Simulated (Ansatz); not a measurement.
Ansatz (a program for electronic structure) input (B3LYP-D3(BJ)/def2-TZVP):

Ansatz 0.2 input:
```yaml
crystal:
  periodic: [false, false, false]
  atoms:
    - {symbol: Si, position_ang: [0.24259676, 0.27117912, -0.04083591]}
    - {symbol: Br, position_ang: [0.20249224, 1.48628499, -1.95108378]}
    - {symbol: Br, position_ang: [0.08883520, 1.75366887, 1.65414275]}
    - {symbol: N, position_ang: [1.62236575, -0.65120084, -0.05036416]}
    - {symbol: N, position_ang: [-1.29099502, -0.49041690, -0.05380762]}
    - {symbol: H, position_ang: [2.46920475, -0.50588293, 0.46937876]}
    - {symbol: H, position_ang: [-1.61434306, -0.92994076, -0.89857052]}
    - {symbol: H, position_ang: [-1.59528403, -1.00206919, 0.75695303]}
basis:
  gaussian:
    orbitals: def2-TZVP
hamiltonian:
  xc: b3lyp
  dispersion: d3bj
magnetization: {spin_polarized: true, initial_magnetization: 1}
relax: {f_tol: 0.002, max_steps: 150}
```

Output:

```
Functional definition: B3LYP
integrals: 0.18 GiB planned
1529 factors; their error is unknown
mean field: 2.49 GiB planned
mean field evaluation 1: about -150981.7086 eV, gradient 7.1e1 eV
mean field evaluation 2: about -150867.4582 eV, gradient 1.3e2 eV
mean field evaluation 4: about -150999.5071 eV, gradient 3.1e1 eV
mean field evaluation 8: about -151004.2764 eV, gradient 4.5e-1 eV
mean field evaluation 16: about -151004.9905 eV, gradient 6.9e-3 eV
mean field evaluation 32: about -151004.8654 eV, gradient 1.2e0 eV
mean field -151004.99053796 eV, -5549.3310474112 hartree, gradient 2.7e-5 eV, S^2 0.754673; 2 other end points of the search recorded, 0 dependent functions left out
the calculation of the forces begins
reference -151004.99080600 eV, -5549.3310572615 hartree; 51, 50 occupied and 162, 163 virtual orbitals, 1529 factors
relax step   1: F+E_penalty+E_count = -151005.48452524 eV  Δ(F+E_penalty+E_count) = +0.000e0 eV  max|allowed force component| = 1.878e0 eV/Å  Δτ_max = 0.0000 Å  (67 SCF iters, accepted)
these checks for a lower state are left out or cut short: starts, cluster_reference, orbital_swaps, neighbouring_geometries, increment
integrals: 0.18 GiB planned
1529 factors; their error is unknown
mean field: 2.49 GiB planned
mean field -151005.10674102 eV, -5549.3353177947 hartree, gradient 2.2e-5 eV, S^2 0.754390; 0 other end points of the search recorded, 0 dependent functions left out
the calculation of the forces begins
reference -151005.10700970 eV, -5549.3353276686 hartree; 51, 50 occupied and 162, 163 virtual orbitals, 1529 factors
relax step   2: F+E_penalty+E_count = -151005.59819096 eV  Δ(F+E_penalty+E_count) = -1.137e-1 eV  max|allowed force component| = 9.403e-1 eV/Å  Δτ_max = 0.1491 Å  (50 SCF iters, accepted)
these checks for a lower state are left out or cut short: starts, cluster_reference, orbital_swaps, neighbouring_geometries, increment
integrals: 0.18 GiB planned
1529 factors; their error is unknown
mean field: 2.49 GiB planned
mean field -151005.14343909 eV, -5549.3366664243 hartree, gradient 1.5e-5 eV, S^2 0.754235; 0 other end points of the search recorded, 0 dependent functions left out
the calculation of the forces begins
reference -151005.14370752 eV, -5549.3366762887 hartree; 51, 50 occupied and 162, 163 virtual orbitals, 1529 factors
relax step   3: F+E_penalty+E_count = -151005.63638365 eV  Δ(F+E_penalty+E_count) = -3.819e-2 eV  max|allowed force component| = 6.328e-1 eV/Å  Δτ_max = 0.0510 Å  (44 SCF iters, accepted)
these checks for a lower state are left out or cut short: starts, cluster_reference, orbital_swaps, neighbouring_geometries, increment
integrals: 0.18 GiB planned
1529 factors; their error is unknown
mean field: 2.49 GiB planned
mean field evaluation 64: about -151005.1752 eV, gradient 2.7e-3 eV
mean field -151005.17522055 eV, -5549.3378343712 hartree, gradient 4.6e-5 eV, S^2 0.754020; 0 other end points of the search recorded, 0 dependent functions left out
the calculation of the forces begins
reference -151005.17548633 eV, -5549.3378441386 hartree; 51, 50 occupied and 162, 163 virtual orbitals, 1529 factors
relax step   4: F+E_penalty+E_count = -151005.66972869 eV  Δ(F+E_penalty+E_count) = -3.335e-2 eV  max|allowed force component| = 5.955e-1 eV/Å  Δτ_max = 0.2000 Å  (46 SCF iters, accepted)
these checks for a lower state are left out or cut short: starts, cluster_reference, orbital_swaps, neighbouring_geometries, increment
integrals: 0.18 GiB planned
1529 factors; their error is unknown
mean field: 2.49 GiB planned
mean field -151005.18925087 eV, -5549.3383499761 hartree, gradient 4.8e-5 eV, S^2 0.754054; 0 other end points of the search recorded, 0 dependent functions left out
the calculation of the forces begins
reference -151005.18951609 eV, -5549.3383597228 hartree; 51, 50 occupied and 162, 163 virtual orbitals, 1529 factors
relax step   5: F+E_penalty+E_count = -151005.68568674 eV  Δ(F+E_penalty+E_count) = -1.596e-2 eV  max|allowed force component| = 4.015e-1 eV/Å  Δτ_max = 0.0597 Å  (41 SCF iters, accepted)
these checks for a lower state are left out or cut short: starts, cluster_reference, orbital_swaps, neighbouring_geometries, increment
integrals: 0.18 GiB planned
1529 factors; their error is unknown
[...]
mean field: 2.49 GiB planned
mean field evaluation 128: about -151004.3152 eV, gradient 6.1e0 eV
mean field -151005.24158252 eV, -5549.3402731285 hartree, gradient 1.5e-5 eV, S^2 0.753930; 0 other end points of the search recorded, 0 dependent functions left out
the calculation of the forces begins
reference -151005.24184820 eV, -5549.3402828923 hartree; 51, 50 occupied and 162, 163 virtual orbitals, 1529 factors
relax step  13: F+E_penalty+E_count = -151005.73540368 eV  Δ(F+E_penalty+E_count) = -1.045e-3 eV  max|allowed force component| = 2.438e-1 eV/Å  Δτ_max = 0.1500 Å  (42 SCF iters, accepted)
these checks for a lower state are left out or cut short: starts, cluster_reference, orbital_swaps, neighbouring_geometries, increment
integrals: 0.18 GiB planned
1529 factors; their error is unknown
mean field: 2.49 GiB planned
mean field -151005.24887002 eV, -5549.3405409393 hartree, gradient 6.3e-5 eV, S^2 0.754051; 0 other end points of the search recorded, 0 dependent functions left out
the calculation of the forces begins
reference -151005.24913550 eV, -5549.3405506954 hartree; 51, 50 occupied and 162, 163 virtual orbitals, 1529 factors
relax step  14: F+E_penalty+E_count = -151005.74299500 eV  Δ(F+E_penalty+E_count) = -7.591e-3 eV  max|allowed force component| = 2.195e-1 eV/Å  Δτ_max = 0.0467 Å  (41 SCF iters, accepted)
these checks for a lower state are left out or cut short: starts, cluster_reference, orbital_swaps, neighbouring_geometries, increment
integrals: 0.18 GiB planned
1529 factors; their error is unknown
mean field: 2.49 GiB planned
mean field -151005.25149640 eV, -5549.3406374569 hartree, gradient 3.9e-5 eV, S^2 0.753996; 0 other end points of the search recorded, 0 dependent functions left out
the calculation of the forces begins
reference -151005.25176196 eV, -5549.3406472160 hartree; 51, 50 occupied and 162, 163 virtual orbitals, 1529 factors
relax step  15: F+E_penalty+E_count = -151005.74597209 eV  Δ(F+E_penalty+E_count) = -2.977e-3 eV  max|allowed force component| = 7.116e-2 eV/Å  Δτ_max = 0.0224 Å  (41 SCF iters, accepted)
these checks for a lower state are left out or cut short: starts, cluster_reference, orbital_swaps, neighbouring_geometries, increment
integrals: 0.18 GiB planned
1529 factors; their error is unknown
mean field: 2.49 GiB planned
mean field -151005.25167152 eV, -5549.3406438927 hartree, gradient 1.8e-5 eV, S^2 0.754015; 0 other end points of the search recorded, 0 dependent functions left out
the calculation of the forces begins
reference -151005.25193705 eV, -5549.3406536504 hartree; 51, 50 occupied and 162, 163 virtual orbitals, 1529 factors
relax step  16: F+E_penalty+E_count = -151005.74538972 eV  Δ(F+E_penalty+E_count) = +5.824e-4 eV  max|allowed force component| = 1.452e-1 eV/Å  Δτ_max = 0.0370 Å  (42 SCF iters, rejected (line search))
these checks for a lower state are left out or cut short: starts, cluster_reference, orbital_swaps, neighbouring_geometries, increment
integrals: 0.18 GiB planned
1529 factors; their error is unknown
mean field: 2.49 GiB planned
mean field evaluation 160: about -151005.2519 eV, gradient 3.6e-1 eV
mean field -151005.25212492 eV, -5549.3406605548 hartree, gradient 1.4e-5 eV, S^2 0.753994; 0 other end points of the search recorded, 0 dependent functions left out
the calculation of the forces begins
reference -151005.25239048 eV, -5549.3406703138 hartree; 51, 50 occupied and 162, 163 virtual orbitals, 1529 factors
relax step  17: F+E_penalty+E_count = -151005.74660740 eV  Δ(F+E_penalty+E_count) = -6.353e-4 eV  max|allowed force component| = 2.326e-2 eV/Å  Δτ_max = 0.0179 Å  (44 SCF iters, accepted)
these checks for a lower state are left out or cut short: starts, cluster_reference, orbital_swaps, neighbouring_geometries, increment
integrals: 0.18 GiB planned
1529 factors; their error is unknown
mean field: 2.49 GiB planned
mean field -151005.25144142 eV, -5549.3406354365 hartree, gradient 3.9e-5 eV, S^2 0.753964; 0 other end points of the search recorded, 0 dependent functions left out
the calculation of the forces begins
reference -151005.25170708 eV, -5549.3406451992 hartree; 51, 50 occupied and 162, 163 virtual orbitals, 1529 factors
relax step  18: F+E_penalty+E_count = -151005.74647779 eV  Δ(F+E_penalty+E_count) = +1.296e-4 eV  max|allowed force component| = 5.011e-2 eV/Å  Δτ_max = 0.0238 Å  (41 SCF iters, rejected (line search))
these checks for a lower state are left out or cut short: starts, cluster_reference, orbital_swaps, neighbouring_geometries, increment
integrals: 0.18 GiB planned
1529 factors; their error is unknown
mean field: 2.49 GiB planned
mean field -151005.25230155 eV, -5549.3406670457 hartree, gradient 1.4e-5 eV, S^2 0.753992; 0 other end points of the search recorded, 0 dependent functions left out
the calculation of the forces begins
reference -151005.25256716 eV, -5549.3406768066 hartree; 51, 50 occupied and 162, 163 virtual orbitals, 1529 factors
relax step  19: F+E_penalty+E_count = -151005.74681868 eV  Δ(F+E_penalty+E_count) = -2.113e-4 eV  max|allowed force component| = 1.162e-2 eV/Å  Δτ_max = 0.0119 Å  (42 SCF iters, accepted)
these checks for a lower state are left out or cut short: starts, cluster_reference, orbital_swaps, neighbouring_geometries, increment
integrals: 0.18 GiB planned
1529 factors; their error is unknown
mean field: 2.49 GiB planned
mean field -151005.25244140 eV, -5549.3406721850 hartree, gradient 1.7e-5 eV, S^2 0.753982; 0 other end points of the search recorded, 0 dependent functions left out
the calculation of the forces begins
reference -151005.25270713 eV, -5549.3406819505 hartree; 51, 50 occupied and 162, 163 virtual orbitals, 1529 factors
relax step  20: F+E_penalty+E_count = -151005.74702244 eV  Δ(F+E_penalty+E_count) = -2.038e-4 eV  max|allowed force component| = 2.279e-2 eV/Å  Δτ_max = 0.0280 Å  (43 SCF iters, accepted)
these checks for a lower state are left out or cut short: starts, cluster_reference, orbital_swaps, neighbouring_geometries, increment
integrals: 0.18 GiB planned
1529 factors; their error is unknown
mean field: 2.49 GiB planned
mean field evaluation 192: about -151005.2525 eV, gradient 2.5e-5 eV
mean field -151005.25247664 eV, -5549.3406734801 hartree, gradient 2.5e-5 eV, S^2 0.753978; 0 other end points of the search recorded, 0 dependent functions left out
the calculation of the forces begins
reference -151005.25274237 eV, -5549.3406832455 hartree; 51, 50 occupied and 162, 163 virtual orbitals, 1529 factors
relax step  21: F+E_penalty+E_count = -151005.74704272 eV  Δ(F+E_penalty+E_count) = -2.028e-5 eV  max|allowed force component| = 6.054e-3 eV/Å  Δτ_max = 0.0027 Å  (43 SCF iters, accepted)
these checks for a lower state are left out or cut short: starts, cluster_reference, orbital_swaps, neighbouring_geometries, increment
integrals: 0.18 GiB planned
1529 factors; their error is unknown
mean field: 2.49 GiB planned
mean field -151005.25245804 eV, -5549.3406727965 hartree, gradient 1.4e-5 eV, S^2 0.753975; 0 other end points of the search recorded, 0 dependent functions left out
the calculation of the forces begins
reference -151005.25272374 eV, -5549.3406825608 hartree; 51, 50 occupied and 162, 163 virtual orbitals, 1529 factors
relax step  22: F+E_penalty+E_count = -151005.74704767 eV  Δ(F+E_penalty+E_count) = -4.958e-6 eV  max|allowed force component| = 2.489e-3 eV/Å  Δτ_max = 0.0015 Å  (45 SCF iters, accepted)
these checks for a lower state are left out or cut short: starts, cluster_reference, orbital_swaps, neighbouring_geometries, increment
integrals: 0.18 GiB planned
1529 factors; their error is unknown
mean field: 2.49 GiB planned
mean field -151005.25247202 eV, -5549.3406733104 hartree, gradient 1.4e-5 eV, S^2 0.753975; 0 other end points of the search recorded, 0 dependent functions left out
the calculation of the forces begins
reference -151005.25273773 eV, -5549.3406830749 hartree; 51, 50 occupied and 162, 163 virtual orbitals, 1529 factors
relax step  23: F+E_penalty+E_count = -151005.74704832 eV  Δ(F+E_penalty+E_count) = -6.458e-7 eV  max|allowed force component| = 2.402e-3 eV/Å  Δτ_max = 0.0011 Å  (45 SCF iters, accepted)
these checks for a lower state are left out or cut short: starts, cluster_reference, orbital_swaps, neighbouring_geometries, increment
integrals: 0.18 GiB planned
1529 factors; their error is unknown
mean field: 2.49 GiB planned
mean field -151005.25249734 eV, -5549.3406742407 hartree, gradient 1.4e-5 eV, S^2 0.753976; 0 other end points of the search recorded, 0 dependent functions left out
the calculation of the forces begins
reference -151005.25276305 eV, -5549.3406840056 hartree; 51, 50 occupied and 162, 163 virtual orbitals, 1529 factors
relax step  24: F+E_penalty+E_count = -151005.74704883 eV  Δ(F+E_penalty+E_count) = -5.087e-7 eV  max|allowed force component| = 1.276e-3 eV/Å  Δτ_max = 0.0006 Å  (44 SCF iters, accepted)
integrals: 0.18 GiB planned
1529 factors; their error is unknown
mean field: 2.49 GiB planned
mean field evaluation 224: about -150998.7900 eV, gradient 3.5e1 eV
mean field -151005.25249734 eV, -5549.3406742407 hartree, gradient 1.4e-5 eV, S^2 0.753976; 3 other end points of the search recorded, 0 dependent functions left out
the calculation of the forces begins
reference -151005.25276305 eV, -5549.3406840056 hartree; 51, 50 occupied and 162, 163 virtual orbitals, 1529 factors
Total energy: -151005.74731454 eV, -5549.3588584377 hartree
Atom 0 at     0.180459     0.288925     0.010303 Å, force     0.000367    -0.001276    -0.000357 eV/Å
Atom 1 at     0.371016     1.631664    -1.779733 Å, force    -0.000168     0.000403    -0.000154 eV/Å
Atom 2 at     0.133689     1.581947     1.824596 Å, force    -0.000302    -0.000504    -0.000515 eV/Å
Atom 3 at     1.555486    -0.731827    -0.181409 Å, force    -0.000333     0.000452     0.000532 eV/Å
Atom 4 at    -1.197900    -0.681613     0.055338 Å, force    -0.000703     0.000954     0.000759 eV/Å
Atom 5 at     2.446289    -0.331732     0.116127 Å, force     0.000022    -0.000155    -0.000130 eV/Å
Atom 6 at    -1.280454    -1.481722    -0.552361 Å, force     0.000412     0.000562     0.000169 eV/Å
Atom 7 at    -2.083713    -0.344018     0.392951 Å, force     0.000705    -0.000434    -0.000303 eV/Å
Dipole moment:    -0.210082    -0.181559     0.050838 e Å
```

It need not be the lowest isomer of its formula.
